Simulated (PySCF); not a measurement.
## Re²⁺: excitation energy

Re²⁺ [Xe] 4f14 5d5 (6S) → Re²⁺ [Xe] 4f14 5d4 6p1 (high-spin determinant), as a difference of total energies. Calculation: PySCF 2.14, in x2c-TZVPPall; the spin-free X2C one-electron Hamiltonian (Gaussian nucleus). Correlated levels: valence: [Xe] 4f14 frozen. The calculations carry no spin-orbit coupling.

| method | excitation energy (cm⁻¹) |
| --- | --- |
| UHF | 77096 |
| LDA | 74999 |
| PBE | 74455 |
| PBE0 | 76334 |
| r2SCAN | 75756 |
| MP2 (valence) | 78506 |
| SCS-MP2 (valence) | 77566 |

A first-order spin-orbit estimate (lowest level to lowest level, LS coupling) adds -1.023 eV.

The basis was made for the ground configuration and has no added diffuse functions, so the excitation energy can come out too high.

The determinant of the upper state mixes LS terms, which raises its energy above the lowest term, most at the Hartree-Fock and MP2 levels.
